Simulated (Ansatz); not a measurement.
Q: Name a neutral molecule of C, Cl, Mo, S and H with HOMO energy (ωB97M-V/def2-TZVPP) between -9.60 and -9.30 eV and HOMO energy (PBE0/def2-TZVPP) between -7.50 and -7.20 eV (Ansatz, PBE0-D4/def2-TZVP geometry).

A: `[CH3][Mo](=[S])(=[S])[Cl]` (-9.44 eV, -7.48 eV). Other molecules can fit too; these were computed, each in one conformer that needn't be the lowest.
